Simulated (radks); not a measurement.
Values are calculated unless marked as measured or tabulated.
Question: These are the eigenvalues of the occupied orbitals of an atom or ion with whole-number occupations (hartree). Code: a radial shooting solver on a logarithmic mesh with Libxc functionals. Model: Dirac Kohn-Sham, PBE, spin-unpolarised, spherical densities, finite nucleus; Fermi nuclear charge, rms radius of each element as measured or else 0.836 A^(1/3) + 0.57 fm.

orbital  eigenvalue
1s1/2     -2327.178
2s1/2     -401.4029
2p1/2     -383.4953
2p3/2     -342.4224
3s1/2     -96.04574
3p1/2     -88.10851
3p3/2     -79.34590
3d3/2     -65.85193
3d5/2     -63.93836
4s1/2     -24.31861
4p1/2     -21.07844
4p3/2     -19.06928
4d3/2     -13.72590
4d5/2     -13.35484
5s1/2      -7.99805
5p1/2      -6.94084
4f5/2      -6.71939
4f7/2      -6.65370

Which element is it, and in what charge state? The configuration may be excited. Open shells, if any, fill j = l - 1/2 first.

Answer: Z = 71, lutetium, charge +10: Lu10+ in [Kr] 4d10 4f12 5s2 5p1. The list shows which subshells hold electrons but not how many an open one holds; the 1s level, -2327.2 hartree, gives Z - s = 68.2 by -(Z - s)^2/2, which with screening and relativity narrows Z to a few neighbours, and the depths of the outer levels then fix element, charge and occupations together.
